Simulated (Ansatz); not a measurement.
Total energies of Zn8H22S8 from Ansatz at r2SCANh-D4/def2-SVP, gas phase (1 Eh = 27.2114 eV = 2625.5 kJ/mol). The reference geometry is relaxed at PBE-D4/def2-SVP.

| atom | x (Å) | y (Å) | z (Å) |
| --- | --- | --- | --- |
| Zn1 | 3.2927 | 3.3857 | -0.3273 |
| S2 | 0.0078 | 4.2902 | -0.6178 |
| S3 | 1.4024 | 2.0829 | 1.4863 |
| Zn4 | -0.6809 | 1.2416 | 2.3990 |
| Zn5 | -0.9288 | 2.2626 | -1.8293 |
| S6 | -1.8271 | 1.1421 | 0.1383 |
| S7 | -0.5464 | -1.1712 | 2.6158 |
| Zn8 | -1.1396 | -4.0269 | 2.2313 |
| Zn9 | -2.8220 | -0.9051 | -0.7318 |
| S10 | -3.6408 | -1.8104 | 1.4958 |
| Zn11 | 2.6654 | 0.7435 | -0.0118 |
| S12 | 1.0064 | 0.7564 | -1.8923 |
| S13 | 2.8561 | -1.3707 | 0.9880 |
| Zn14 | 0.7639 | -2.4293 | 1.0867 |
| Zn15 | 0.3549 | -1.2515 | -2.9918 |
| S16 | -0.6250 | -1.9725 | -0.9468 |
| H17 | 4.2866 | 4.0099 | 0.7077 |
| H18 | 2.2499 | 3.5286 | -1.5376 |
| H19 | -1.2656 | 4.7862 | -0.4182 |
| H20 | 0.1405 | 5.0134 | -1.7654 |
| H21 | 2.2039 | 1.9564 | 2.5794 |
| H22 | -1.4744 | 2.0857 | 3.4566 |
| H23 | -1.7213 | 2.6199 | -3.1261 |
| H24 | -2.9546 | 1.8808 | 0.3296 |
| H25 | 0.2795 | -1.2595 | 3.6946 |
| H26 | -0.8548 | -4.5716 | 3.6702 |
| H27 | -2.1272 | -3.7858 | 0.9899 |
| H28 | -3.8859 | -0.9873 | -1.8717 |
| H29 | -4.6396 | -0.8574 | 1.5397 |
| H30 | -4.4822 | -2.7081 | 0.9084 |
| H31 | 3.9161 | 1.5519 | -0.6303 |
| H32 | 1.7701 | 1.4537 | -2.7783 |
| H33 | 3.5179 | -2.0963 | 0.0423 |
| H34 | 2.4810 | -2.1232 | -1.9412 |
| H35 | 0.5843 | -4.0172 | 1.3053 |
| H36 | 0.3879 | -1.7759 | -4.4445 |
| H37 | 2.4996 | -2.4209 | -2.6555 |
| H38 | -1.0509 | -3.2507 | -1.1475 |

| state | geometry | energy (Eh) |
| --- | --- | --- |
| charge 0 singlet | reference | -17430.69477 |
| charge 1 doublet | reference | -17430.40551 |
| charge -1 doublet | reference | -17430.69171 |
| free Zn atom (singlet) | – | -1779.09340 |
| free S atom (triplet) | – | -397.94929 |
| free H atom (doublet) | – | -0.49922 |

Single mean-field runs in def2-SVP are fitted with def2-universal-jkfit.

Q: Work out the vertical ionisation energy to the doublet.

A: E(charge 1 doublet) − E(charge 0 singlet) = -17430.40551 − (-17430.69477) = 0.28926 Eh = 7.87 eV. For comparison, −ε of the highest occupied level is 6.30 eV at this level, 1.57 eV less.

Q: Work out the vertical electron affinity, to the doublet.

A: E(charge 0 singlet) − E(charge -1 doublet) = -17430.69477 − (-17430.69171) = -0.00306 Eh = -0.08 eV; so near zero that its sign isn't settled. The basis lacks diffuse functions, which makes affinities too small.

Q: Give the fundamental gap IE − EA, the Mulliken electronegativity (IE + EA)/2 and the hardness (IE − EA)/2.

A: From the values in Eh: IE − EA = 0.28926 − (-0.00306) = 0.29232 Eh = 7.95 eV; (IE + EA)/2 = 3.89 eV; (IE − EA)/2 = 3.98 eV. The HOMO–LUMO gap of the same run is 5.13 eV, 2.82 eV smaller than the fundamental gap.

Q: What is the binding energy per atom against free atoms?

A: Atoms: 8 × (-1779.09340) + 8 × (-397.94929) + 22 × (-0.49922) = -17427.32436 Eh. Binding: -17427.32436 − (-17430.69477) = 3.37041 Eh = 91.71 eV, or 2.41 eV for each of 38 atoms (no zero-point energy, no counterpoise term).

At r2SCANh-D4/def2-SVP the highest occupied level of the charge -1 doublet lies above zero (up to 1.41 eV). Energy differences disagree on whether the electron is bound (positive means bound): -0.08 eV (vertical, to the charge 0 singlet, at r2SCANh-D4/def2-SVP), but 0.25 eV at PBE-D4/def2-SVP.
